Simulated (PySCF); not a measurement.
**Core-level binding energies of (H3Si)2NMe**

(H3Si)2NMe, CH₉NSi₂.
Geometry (PBE0-D3(BJ)/def2-SVP, Å), atoms numbered from 1 in this order:
```
atom  x, y, z in Å
Si1    0.294    1.681    0.134
H2     1.114    1.994    1.350
H3     1.054    2.093   -1.080
H4    -0.975    2.468    0.248
N5    -0.091   -0.015   -0.004
C6    -0.985   -0.580    1.001
Si7    0.674   -1.124   -1.112
H8     1.681   -2.016   -0.449
H9     1.362   -0.333   -2.173
H10   -0.369   -2.014   -1.714
H11   -1.513   -1.465    0.607
H12   -1.761    0.148    1.293
H13   -0.457   -0.890    1.922
```

Computed, not measured: PySCF 2.14.0, delta-SCF UKS SCAN, pcX-2 on the ionised atom, pcseg-1 elsewhere, spin-free X2C. Binding energies are ΔSCF values: E(core-ionised, relaxed orbitals) − E(ground state) at a fixed geometry, referred to the vacuum level.

Q: What binding energy does each computed site have?

A: 
```
atom(s)                    environment     level  binding energy (eV)  2p1/2 (eV)  count
Si1/Si7    silicon bonded to N and 3 H     Si 1s              1846.82           –      2
     N5  nitrogen bonded to C and 2 Si      N 1s               404.10           –      1
     C6     carbon bonded to N and 3 H      C 1s               291.78           –      1
Si1/Si7    silicon bonded to N and 3 H  Si 2p3/2               106.95      107.57      2
```

Q: Which effective nuclear charge Zeff reproduces each element's mean 1s value in the hydrogen-like formula E = 13.606 eV × Zeff²?

A: C (Z = 6): mean 291.8 eV, Zeff = 4.63, Z − Zeff = 1.37; N (Z = 7): mean 404.1 eV, Zeff = 5.45, Z − Zeff = 1.55; Si (Z = 14): mean 1846.8 eV, Zeff = 11.65, Z − Zeff = 2.35. Means run over the listed sites, weighted by atom count.

Q: Which photon wavelength matches the N 1s of N5 threshold?

A: λ = hc/E = 12398.42 eV Å / 404.10 eV = 30.682 Å.

The first atom of each set that the bonding makes equivalent was ionised and stands for the set. Spin–orbit and ligand-field terms were added within each 2p shell after the spin-free SCF. 2p1/2 minus 2p3/2 (ligand field included): Si 0.62 eV. Geometry: PBE0-D3(BJ)/def2-SVP; no solvent, vibrations or thermal averaging.

Time: 30 s; peak memory 0.46 GiB. Hardware: one thread of an Intel Xeon at 2.70 GHz, shared host.
